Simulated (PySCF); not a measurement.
**Steps of a relaxation of [Tl(OH)4]−**

[Tl(OH)4]− (singlet). PySCF 2.14.0, RKS PBE0, Tl def2-SVP with ECP60, O def2-SVP, H def2-SVP; non-relativistic Hamiltonian with scalar-relativistic core potentials where named; density fitting; no spin-orbit coupling. Origin of the start: template. Columns: position (Å) and force (eV/Å). Energies are counted from the last step; some of the 33 steps are shown. Forces carry noise of the integration grid, about 0.01 to 0.03 eV/Å.

Run from Python with OMP_NUM_THREADS=2. Where DIIS fails, smearing, a level shift and second-order steps follow.
It took 2.2 min on 2 threads of Arm Neoverse V1, with other jobs on the host, from the converged density of the start.

```xyz
9
step 0  E = 3.105 eV
Tl    0.0000    0.0000    0.0000     0.00    0.00    0.00
O     1.1330    1.1330    1.1330     1.93    2.69    2.29
H     1.9001    1.4051    1.6526    -0.37   -0.73   -0.55
O    -1.1330   -1.1330    1.1330    -1.93   -2.69    2.29
H    -1.9001   -1.4051    1.6526     0.37    0.73   -0.55
O     1.1330   -1.1330   -1.1330     2.69   -1.93   -2.29
H     1.4051   -1.9001   -1.6526    -0.73    0.37    0.55
O    -1.1330    1.1330   -1.1330    -2.69    1.93   -2.29
H    -1.4051    1.9001   -1.6526     0.73   -0.37    0.55
```

```xyz
9
step 11  E = 0.009 eV
Tl    0.0000    0.0000    0.0000     0.00    0.00    0.00
O     1.0077    1.5092    1.1604     0.00   -0.01   -0.01
H     1.8290    1.0644    1.4035     0.00    0.01    0.00
O    -1.0077   -1.5092    1.1604     0.00    0.01   -0.01
H    -1.8290   -1.0644    1.4035     0.00   -0.01    0.00
O     1.5092   -1.0077   -1.1604    -0.01    0.00    0.01
H     1.0644   -1.8290   -1.4035     0.01    0.00    0.00
O    -1.5092    1.0077   -1.1604     0.01    0.00    0.01
H    -1.0644    1.8290   -1.4035    -0.01    0.00    0.00
```

```xyz
9
step 21  E = 0.003 eV
Tl    0.0000    0.0000    0.0053     0.00    0.00    0.00
O     1.0454    1.5172    1.1170     0.06   -0.01    0.01
H     1.9408    1.1568    1.1619    -0.06    0.02   -0.01
O    -1.0454   -1.5172    1.1170    -0.06    0.01    0.01
H    -1.9408   -1.1568    1.1619     0.06   -0.02   -0.01
O     1.5173   -1.0421   -1.1103    -0.01   -0.03    0.00
H     1.1482   -1.9324   -1.1712     0.01    0.02    0.01
O    -1.5173    1.0421   -1.1103     0.01    0.03    0.00
H    -1.1482    1.9324   -1.1712    -0.01   -0.02    0.01
```

Question: Where does the relaxation end?

Answer: It converges at step 32 in S4:
```xyz
9
step 32  E = 0
Tl    0.0000    0.0000    0.0085
O     1.0879    1.5057    1.0951
H     2.0013    1.2290    0.9494
O    -1.0879   -1.5057    1.0951
H    -2.0013   -1.2290    0.9494
O     1.5086   -1.0794   -1.0838
H     1.2216   -1.9935   -0.9650
O    -1.5086    1.0794   -1.0838
H    -1.2216    1.9935   -0.9650
```

Question: How did the contacts change?

Answer: 
```json
{"contact": "Tl1–O2 (OH)", "start (Å)": "1.962", "end (Å)": "2.152"}
{"contact": "Tl1–O4 (OH)", "start (Å)": "1.962", "end (Å)": "2.152"}
{"contact": "Tl1–O6 (OH)", "start (Å)": "1.962", "end (Å)": "2.153"}
{"contact": "Tl1–O8 (OH)", "start (Å)": "1.962", "end (Å)": "2.153"}
```
